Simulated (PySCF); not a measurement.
CH6AlO2P (SMILES C[O][Al]([OH])[PH2]), singlet, at a GFN2-xTB geometry (such geometries of metal compounds can be far from the true shape). Base run: PBE0/6-31G, polarisability in PySCF.

PySCF was given this input:
```python
from pyscf import gto, scf, dft
from pyscf.prop import polarizability

mol = gto.M(
    atom='''
Al   -0.40072380   -0.13351668    0.22931153
O    -1.70376520   -0.60689247    1.12069561
H    -2.48496654   -0.91511737    1.55682547
O    -0.00708539   -0.62066741   -1.30361833
C     0.26588114   -1.05822075   -2.60053752
H    -0.36951636   -1.90988189   -2.85597857
H     0.07775489   -0.25088792   -3.31259288
H     1.31327706   -1.36214016   -2.67795419
P     1.03867973    1.39480973    1.21101852
H     2.17279920    0.70603974    0.78286003
H     1.01138285    0.71536181    2.42711934
''',
    basis='6-31g',
    verbose=4,
)

mf = dft.RKS(mol)
mf.xc = 'pbe0'
mf.kernel()
alpha = mf.Polarizability().polarizability()[2, 2]
print('alpha_zz =', alpha)
```

Each row names what was changed in the base input (with any setting that the change needs).

| change | alpha_zz (bohr³) | basis functions | core-seconds (rough) |
|---|---|---|---|
| base | 63.12 | 65 | 10 |
| finite field (a.u.) = 0.001; conv_tol = 1e-11 | 63.12 | 65 | 10 |
| finite field (a.u.) = 0.05; conv_tol = 1e-11 | 66.39 | 65 | 20 |
| basis = 6-31+G* | 69.84 | 110 | 30 |
| finite field (a.u.) = 0.001; conv_tol = 1e-6 | 63.13 | 65 | 8 |
| basis = cc-pVDZ | 68.23 | 108 | 30 |
| basis = STO-3G | (withheld) | (withheld) | 7 |
| basis = 6-31G* | (withheld) | (withheld) | 20 |
| finite field (a.u.) = 2e-4; conv_tol = 1e-11 | 63.12 | 65 | 10 |
| functional = pbe | 67.60 | 65 | 10 |
| functional = lda,vwn | 68.21 | 65 | 8 |
| finite field (a.u.) = 2e-4; conv_tol = 1e-6 | 56.16 | 65 | 7 |

Problem. Complete the blanks.

Solution. 
- basis = STO-3G, alpha_zz (bohr³): 43.47
- basis = STO-3G, basis functions: 39
- basis = 6-31G*, alpha_zz (bohr³): 64.66
- basis = 6-31G*, basis functions: 90

Finite-field rows take the second difference of the energy in a field along z; a small field with loose convergence shows SCF noise divided by the square of the field, and a large one adds hyperpolarisability.
